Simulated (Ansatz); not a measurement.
Frontier orbitals of C$_{2}$H$_{6}$AlBO, SMILES `C=[C]([AlH2])BO`.

```json
{"atom": "C1", "x (Å)": "-0.340", "y (Å)": "-1.423", "z (Å)": "0.263"}
{"atom": "C2", "x (Å)": "0.095", "y (Å)": "-0.161", "z (Å)": "0.095"}
{"atom": "Al3", "x (Å)": "1.939", "y (Å)": "0.161", "z (Å)": "0.618"}
{"atom": "B4", "x (Å)": "-0.898", "y (Å)": "0.919", "z (Å)": "-0.409"}
{"atom": "O5", "x (Å)": "-1.826", "y (Å)": "0.579", "z (Å)": "-1.341"}
{"atom": "H6", "x (Å)": "0.299", "y (Å)": "-2.223", "z (Å)": "0.638"}
{"atom": "H7", "x (Å)": "-1.368", "y (Å)": "-1.718", "z (Å)": "0.046"}
{"atom": "H8", "x (Å)": "2.591", "y (Å)": "1.610", "z (Å)": "0.590"}
{"atom": "H9", "x (Å)": "2.787", "y (Å)": "-1.104", "z (Å)": "1.074"}
{"atom": "H10", "x (Å)": "-0.873", "y (Å)": "2.053", "z (Å)": "0.001"}
{"atom": "H11", "x (Å)": "-2.405", "y (Å)": "1.308", "z (Å)": "-1.576"}
```

Total charge 0; spin multiplicity 1. The structure was optimised at the PBE0-D4/def2-TZVP level. It is one conformer, not always the lowest. Basis def2-TZVPP, the Gaussian-basis code of Ansatz.

Orbital energies of one run (eV). Highest occupied ones, from the top: -7.83, -8.25, -8.51, -9.26, -10.69, -10.89, -11.85, -13.06, -13.25, -15.50, -16.88, -21.94, -29.76, -74.62. Empty: -1.62, -0.47, 0.99, 1.53, 1.75, 1.93.

(1) Which functional gave them?
A. ωB97X-V
B. r2SCANh
C. PBE
D. r2SCAN0

Answers

(1) D. HOMO energies: r2SCAN0 -7.83, ωB97X-V -10.03, PBE -6.40, r2SCANh -7.11 eV.
